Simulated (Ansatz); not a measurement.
`N#[C][Ga]([F])[F]` + CH₃SH → `C[S][Ga]([F])[F]` + `C#N` at 400 K and 1 bar (ligand exchange at a Ga–C bond).

Gas-phase electronic energies from Ansatz, PBE0-D4/def2-TZVP geometries. CBS: MP2 limit from def2 TZ/QZ plus the TZ coupled-cluster correction, frozen cores. This one scheme is used for every species. For Ga outer-core shells are correlated without core-valence functions, which leaves a few kJ/mol of doubt a bond. Scalar relativity is left out up to krypton. One conformer a species, not always the lowest.

```
            species  CCSD(T)/CBS energy (Eh)  H − E (kJ/mol)  S (J/(mol·K))
`N#[C][Ga]([F])[F]`              -2216.34654            59.0          353.9
              CH₃SH               -438.22835           138.7          269.4
 `C[S][Ga]([F])[F]`              -2561.27813           147.4          413.6
              `C#N`                -93.32098            56.1          211.9
```

H − E and S are ideal-gas, rigid-rotor, harmonic terms from PBE0-D4/def2-TZVP, for one conformer and one mirror image of each species. 1 Eh = 2625.50 kJ/mol, R = 8.31446 J/(mol·K).

Question: By hand: ΔE, ΔH, ΔS and ΔG.

Answer: ΔE = (-2561.27813) + (-93.32098) − (-2216.34654) − (-438.22835) = -0.02422 Eh = -63.6 kJ/mol. Δ(H − E) = 147.4 + 56.1 − 59.0 − 138.7 = 5.8, so ΔH = -57.8 kJ/mol. ΔS = 413.6 + 211.9 − 353.9 − 269.4 = 2.2 J/(mol·K). ΔG = -57.8 − 400 × (2.2)/1000 = -58.7 kJ/mol.

Question: By hand: the equilibrium constant, and the temperature at which ΔG would vanish if ΔH and ΔS stayed fixed.

Answer: log₁₀ K = −ΔG/(RT ln 10) = 7.7. ΔH and −TΔS have one sign here, so there is no such temperature.

The number of gas molecules stays the same, so ΔS is small and ΔH decides. A doubt of 5 kJ/mol in ΔE shifts log₁₀ K by 0.7 here. Other conformers and mirror images would add mixing entropy, several J/(mol·K) or more a flexible species. Modes under 60 cm⁻¹, often nearly free rotors, make the harmonic entropy too high. These are equilibria of isolated gas molecules and say nothing of rates. Largest T1 diagnostic: 0.015 (customary marks: 0.02 for closed shells, 0.045 for open ones).

ΔS is within the doubt of such terms, so its sign, and with it that verdict, could turn.
